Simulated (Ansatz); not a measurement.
Gas-phase electronic energies from Ansatz, PBE0-D4/def2-TZVP geometries. CCSD(T)/CBS adds triple-zeta CCSD(T) − MP2 to the extrapolated MP2 energy (def2 sets, frozen cores). This one scheme is used for every species. DFT in def2-TZVPP. B3LYP here is the variant with VWN-RPA as its local correlation; programs differ in this. For Ge outer-core shells are correlated without core-valence functions, which leaves a few kJ/mol of doubt a bond. Scalar relativity is left out up to krypton. One conformer a species, not always the lowest.

`BO[SiH2]B` + `[F][GeH3]` → `BO[SiH2][GeH2][F]` + BH₃  (formal exchange of groups at the Si–B bond)

(1) Is it downhill or uphill in electronic energy at CCSD(T)/CBS, and by how much? (An estimate is asked.)

(2) What do these levels give: PBE-D4, r2SCAN-D4, ωB97X-V, PBE, r2SCAN, B3LYP, HF/def2-TZVPP, MP2/def2-TZVPP, SCS-MP2/def2-TZVPP, CCSD(T)/def2-TZVPP, HF/CBS(def2), MP2/CBS(def2)? (Best estimate.)

Largest T1 diagnostic among the species: 0.013.

Answers

(1) The calculation gave: Downhill: ΔE = -24.3 kJ/mol.

(2) Ansatz gave: PBE-D4 -22.4, r2SCAN-D4 -21.9, ωB97X-V -22.2, PBE -19.6, r2SCAN -21.0, B3LYP -22.2, HF/def2-TZVPP -21.6, MP2/def2-TZVPP -26.4, SCS-MP2/def2-TZVPP -25.1, CCSD(T)/def2-TZVPP -22.8, HF/CBS(def2) -20.7, MP2/CBS(def2) -28.0 kJ/mol.

The D4 term adds −4.5 kJ/mol with B3LYP and −2.7 kJ/mol with PBE0; it sums over pairs of atoms, weighted by their polarisabilities, and B3LYP, whose exchange is more repulsive, gets the larger term.
